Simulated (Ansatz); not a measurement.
Isolated molecules relaxed with PBE0-D4/def2-TZVP in Ansatz; ΔE leaves out vibrations. CBS: MP2 limit from def2 TZ/QZ plus the TZ coupled-cluster correction, frozen cores. DFT in def2-TZVPP. One conformer a species, not always the lowest.

Reaction (formal exchange of groups at a C–O bond): `CCB(O)OC` + `CCCCC(C)C` → `CCCCC(C)CC` + `CCB(O)O`

```tsv
level	ΔE (kcal/mol)	difference from CCSD(T)/CBS
PBE-D4	-11.5	1.0
B2PLYP	-10.6	1.9
r2SCAN	-11.2	1.3
PBE0	-11.3	1.2
MP2/def2-TZVPP	-13.5	-1.0
CCSD/def2-TZVPP	-11.9	0.6
HF/def2-QZVPP	-8.2	4.3
SCS-MP2/def2-QZVPP	-12.1	0.4
MP2/CBS(def2)	-13.9	-1.4
CCSD/CBS(def2)	-12.2	0.3
CCSD(T)/CBS	-12.5	0
```

Largest T1 diagnostic among the species: 0.011.

In def2-TZVPP, CCSD(T) changes the Hartree–Fock value by −4.0 kcal/mol (the triples alone add −0.3 kcal/mol) and MP2 by −5.3 kcal/mol. The D4 term adds −1.2 kcal/mol with B3LYP and −0.7 kcal/mol with PBE0; it sums over pairs of atoms, weighted by their polarisabilities, and B3LYP, whose exchange is more repulsive, gets the larger term.

B3LYP here is the variant with VWN-RPA as its local correlation; programs differ in this.
